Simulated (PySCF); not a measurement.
This script is equivalent to a calculation on Zn²⁺ (zinc, charge +2).

```python
from pyscf import gto, scf, dft, mp, cc
import basis_set_exchange as bse
txt = bse.get_basis("aug-cc-pVDZ-PP", elements=["Zn"], fmt="nwchem", header=False)
cut = txt.index("\nECP")
mol = gto.M(atom="Zn 0 0 0", charge=2, spin=0, symmetry="D2h",
            basis=gto.basis.parse(txt[:cut]),
            ecp={"Zn": gto.basis.parse_ecp(txt[cut:])})
mf = scf.UHF(mol)
mf.irrep_nelec = {'Ag': (3, 3), 'B1g': (1, 1), 'B2g': (1, 1), 'B3g': (1, 1), 'B1u': (1, 1), 'B2u': (1, 1), 'B3u': (1, 1)}
mf.kernel()
```

What total energy does it give?

-225.04579 hartree (calculated).

Which occupied shell lies highest, and where?

3d, at -41.440 eV.

Energies and moments cover only the electrons outside the core potential.
